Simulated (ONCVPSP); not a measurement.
# Ag: excitation energies, all-electron against ONCV

- Element: Ag
- Generator: ONCVPSP 4.0.1
- Type: optimised norm-conserving Vanderbilt (ONCV)
- Functional: LDA (Perdew-Zunger)
- Relativity: scalar-relativistic
- Frozen core: [Ar] 3d10
- Valence charge: 19
- Reference configuration: 4s2 4p6 4d9 (charge +2)
- Partial waves: 4s: rc 1.45 bohr, ncon 3, nbas 6, qcut 7.5 1/bohr, 2 projectors, debl 0.8 Ha; 4p: rc 1.00 bohr, ncon 4, nbas 9, qcut 9.7 1/bohr, 2 projectors, debl 3.9 Ha; 4d: rc 1.00 bohr, ncon 4, nbas 7, qcut 10.2 1/bohr, local
- Local potential: the d channel
- Core correction: Teter function, fcfact 5.5, rcfact 1.15

In the s channel the program set the typed energies aside and used -4.323, 0.250 Ha.

Energies are relative to the spin-unpolarised reference configuration 4s2 4p6 4d9; without spin polarisation the order of configurations can differ from experiment.

(1) Give the all-electron excitation energy and the error of the potential for: 4s2 4p6 4d10 5s1; 4s2 4p6 4d10; 4s2 4p6 4d8; 4s2 4p6 4d10 5p1.

Levels in the configuration 4s2 4p6 4d10:

| level | all-electron (eV) | pseudo (eV) |
| --- | --- | --- |
| 4s | -103.366 | -103.367 |
| 4p | -66.985 | -66.991 |
| 4d | -15.919 | -15.920 |

Answers

(1)

```tsv
valence configuration	charge	ΔE all-electron (eV)	error AE − PS (meV)
4s2 4p6 4d10 5s1	0	-30.485	+4.2
4s2 4p6 4d10	+1	-22.383	+2.4
4s2 4p6 4d8	+3	36.434	+0.2
4s2 4p6 4d10 5p1	0	-26.464	+3.0
```
